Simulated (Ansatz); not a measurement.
## Multireference treatment of TiO2, singlet

Computed with Ansatz's Gaussian-basis code (development build). Basis def2-SVP, nonrelativistic, 7 orbitals frozen in the corrections. State-specific CASSCF; RHF is the lowest restricted (open-shell) Hartree–Fock solution met. The basis is small, far from the limit. No symmetry is imposed, so a solution can break that of the shape. No proof that the lowest CASSCF solution was found. The orbital stability of a CASSCF solution shown is undecided.

Geometry:

```xyz
3

O     0.0000    1.3840    2.0519
Ti    0.0000    0.0000    0.0000
O     0.0000    0.9227   -1.3679
```

**Question.** What do CASSCF and its corrections give against RHF in CAS(12,9), and what are the occupations?

**Answer.** CASSCF -6.344 eV, SC-NEVPT2 -20.823 eV; occupations 2.00, 2.00, 2.00, 1.98, 1.95, 1.20, 0.80, 0.05, 0.02.
